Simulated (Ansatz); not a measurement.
System: sum formula H₅BNO₂, charge 1, multiplicity 1. It need not be the lowest isomer of its formula. 
Structure (B3LYP-D3(BJ)/def2-TZVP (Ansatz, a first-principles code) minimum search):
```xyz
9

N     -0.5495    -1.2130     0.5783
B      0.0871    -0.1465    -0.0093
O      1.2582     0.0714    -0.6058
O     -0.6724     1.1630    -0.0244
H     -0.1034    -2.1134     0.6678
H     -1.5019    -1.2199     0.9076
H      1.8626    -0.6572    -0.7847
H     -1.3356     1.4081     0.6411
H     -0.1977     1.9309    -0.3920
```
Charge +1, spin multiplicity 1.

Total electronic energies in hartree. Valence correlation only, unless marked. No spin-orbit coupling. Non-relativistic. CBS(X,Y): correlation extrapolated as X^-3; Hartree-Fock from the larger set.

```csv
level,program,energy (Eh)
PBE0-D4/def2-TZVP,Ansatz + dftd4,-232.75973
PBE0-D4/def2-TZVPD,Ansatz + dftd4,-232.76111
CAM-B3LYP/def2-TZVPD,Ansatz,-232.93134
LC-wPBE-D4/def2-TZVPD,Ansatz + dftd4,-232.88269
B2GP-PLYP-D4/def2-TZVPD,Ansatz + dftd4,-232.80964
B2GP-PLYP/def2-TZVPD,Ansatz,-232.80818
MP2/6-31G*,Ansatz,-232.23101
MP2/cc-pVQZ,Ansatz,-232.61814
"CCSD(T)/CBS(cc-pVTZ,cc-pVQZ)",Ansatz,-232.7004
```

Totals of different functionals don't rank their quality; only differences between species are comparable.
